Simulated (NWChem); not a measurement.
## Total energies of iminoborane (H$_{2}$BN)

```xyz
4

B      0.0000     0.0000    -0.7011
N      0.0000     0.0000     0.5488
H      0.0000     0.0000    -1.8910
H      0.0000     0.0000     1.5544
```
Charge 0, spin multiplicity 1.

All runs are NWChem calculations. All single points use one geometry, from PBE/def2-SVP, a minimum by its harmonic frequencies.

Basis set: 6-31G* (32 functions).

```
method   total energy (Ha)
-------  -----------------
RHF              -80.28884
MP2              -80.52923
B2PLYP           -80.70696
PBE              -80.68086
B3LYP            -80.79934
M06-2X           -80.75860
CCSD(T)          -80.55280
```

Total energies of different functionals aren't comparable as a measure of quality: only differences taken within one method are. 

The correlated methods keep 2 core orbitals frozen. B3LYP has NWChem's definition, with VWN1-RPA local correlation. The Pople sets run with spherical d functions. No row is a measurement; the coupled-cluster row has its own basis-set and correlation limits.
